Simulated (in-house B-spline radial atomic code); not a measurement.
Si¹⁰⁺. Computed with a B-spline radial atomic code. Model: all-electron spherical atom, spin shells full or empty, radial basis limit, no spin-orbit coupling, Breit or QED, empty-state partial waves extrapolated as (l+1/2)^-4, RPA, G0W0 and static COHSEX of the highest shell as one setting changes (uncorrelated shells keep exact exchange).

Empty levels are discrete states of a finite basis, so the steps are uneven.

Given: element Si; charge 10; filled core He; hamiltonian non-relativistic; mean-field start PBE; highest l of empty states 9; lowest nl shells left uncorrelated 0; highest mean-field shell 2s; box radius 6.62 bohr.

Shell: 2s 1 1 (electrons up and down).

```csv
highest empty level kept (hartree),RPA correlation energy (hartree),G0W0 level (eV),G0W0 minus most complete (meV),COHSEX level (eV),linearised minus solved G0W0 (meV)
40.33,-0.30322,-475.03,244.8,-481.44,383.2
80.67,?,?,?,?,?
141.17,-0.33739,-475.16,112.4,-482.27,386.6
242,-0.35434,-475.19,78.3,-482.38,387.7
403.33,-0.36933,-475.22,48.6,-482.47,388.6
726,-0.37994,-475.25,25.9,-482.54,389.3
1210,-0.38607,-475.26,12.9,-482.58,389.7
2420,-0.39003,-475.27,4.3,-482.6,389.9
4840,-0.39112,-475.27,1.9,-482.61,390
10083,-0.39167,-475.27,0.5,-482.61,390
24200,?,?,?,?,?
80667,-0.39184,-475.27,0,-482.61,390.1
```

Problem. What follows for highest empty level kept = 24200?

Solution. RPA correlation energy -0.39183 hartree; G0W0 level -475.27 eV; G0W0 minus most complete 0.1 meV; COHSEX level -482.61 eV; linearised minus solved G0W0 390.1 meV.

Problem. What follows for highest empty level kept = 80.67?

Solution. RPA correlation energy -0.31518 hartree; G0W0 level -475.1 eV; G0W0 minus most complete 175.5 meV; COHSEX level -481.88 eV; linearised minus solved G0W0 384.9 meV.
